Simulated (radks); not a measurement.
Problem. Dy12+, configuration [Kr] 4d10 4f6 5s2 (the NIST ground configuration). All-electron calculation, non-relativistic Kohn-Sham, LDA (Slater exchange, Perdew-Wang correlation), spin-unpolarised, spherical densities, point nucleus; relativity is left out, which matters for an element this heavy. Program: a radial shooting solver on a logarithmic mesh with Libxc functionals. Some entries of the table are withheld. Estimate them.

| orbital | occ. | eigenvalue (hartree) | r(max) (bohr) | <r> (bohr) |
|---|---|---|---|---|
| 1s | 2 | -1852.002 | 0.01525 | 0.02299 |
| 2s | 2 | -304.1103 | 0.08343 | 0.09771 |
| 2p | 6 | (1) | 0.06487 | 0.08279 |
| 3s | 2 | -74.10127 | 0.2317 | 0.2513 |
| 3p | 6 | -67.89454 | 0.2191 | 0.2410 |
| 3d | 10 | -56.28688 | 0.1742 | 0.2132 |
| 4s | 2 | -21.02370 | 0.5241 | 0.5591 |
| 4p | 6 | -18.54373 | 0.5274 | 0.5689 |
| 4d | 10 | -14.07955 | 0.5289 | 0.5905 |
| 4f | 6 | -8.44646 | (2) | 0.6442 |
| 5s | 2 | -8.43882 | 1.117 | 1.163 |

Solution. 
(1) 2p eigenvalue (hartree): -290.3223
(2) 4f r(max) (bohr): 0.4975
